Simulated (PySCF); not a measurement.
Compound: C4H4F4S.
Z-matrix (Å and degrees, PBE0-D3(BJ)/def2-SVP geometry), rows numbered from 1:
```
C 
S   1  1.8140
C   2  1.7632  1  101.36
C   3  1.3375  2  122.12  1   106.50
F   4  1.3116  3  122.93  2    -4.61
C   3  1.5018  2  118.60  1   -78.82
F   6  1.3392  3  111.35  2    61.23
F   6  1.3399  3  111.81  2  -179.05
F   6  1.3303  3  111.67  2   -58.46
H   1  1.0986  2  110.83  3   -60.12
H   1  1.0992  2  105.56  3  -178.01
H   1  1.0972  2  111.57  3    63.40
H   4  1.0937  3  123.60  2   175.09
```

Linear response at CAM-B3LYP/def2-SVPD (PySCF, frozen core in the response, non-relativistic). Isolated species at its PBE0-D3(BJ)/def2-SVP geometry (one conformer only).

Static isotropic polarisability: 72.49 au (10.74 Å³), principal values 60.9, 69.7, 86.8 au.

Question: What is the polarisability at 1064 nm and at the sodium D line?

Answer: 73.09 au at 1064 nm (+0.8 %), 74.56 au at 589.3 nm (+2.9 %). The rise at 589.3 nm is 3.39 times that at 1064 nm; a pure ω² law gives 3.26. The lowest singlet lies at 255 nm, shorter than both wavelengths.

Question: What is the isotropic C6 coefficient between two such molecules, C6 = (3/π)∫α(iω)² dω?

Answer: 2340 au (Eh·bohr⁶) by a ten-point quadrature over imaginary frequencies, which is 1400 eV·Å⁶ or 135 J·nm⁶/mol.

Question: Which effective excitation energy ω̄ makes London's formula C6 = (3/4)α²ω̄ exact here?

Answer: ω̄ = 4·C6/(3α²) = 0.594 Eh = 16.2 eV. A one-pole form α(ω) = α/(1 − ω²/ω̄²) fitted to the 1064 nm value gives 12.8 eV.

Question: What n − 1 at the D line would an ideal gas of it have at 273.15 K and 1 atm (2.6868 × 10¹⁹ cm⁻³), by n − 1 = 2π·N·α′?

Answer: 18.65 × 10⁻⁴, a formal value whether or not that pressure can be reached.

Question: What three-body coefficient follows from the one-pole estimate C9 = (3/4)·α·C6?

Answer: 127000 au. This is an estimate from the two numbers above, not a computed integral.

Question: The lowest 6 singlets have (eV, f): 4.85, 0.012; 6.19, 0.002; 6.59, 0.006; 6.89, 0.336; 7.32, 0.009; 7.45, 0.015. What share of the static polarisability do they carry in the sum over states α = Σ f/ω²?

Answer: 6.07 au, 8.4 % of α; the largest term, 5.24 au, is that of the state at 6.89 eV. Their oscillator strengths add up to 0.38. Higher states carry the rest.

Question: How anisotropic is the static polarisability, by Δα² = ½[(α1 − α2)² + (α2 − α3)² + (α3 − α1)²]?

Answer: Δα = 22.8 au, or 0.32 of the isotropic value.

Question: How many electrons N does the Slater–Kirkwood formula C6 = (3/4)·√N·α^(3/2) need to give this C6?

Answer: N = (4·C6/3)²/α³ = 25.6; the species has 80 electrons in all.
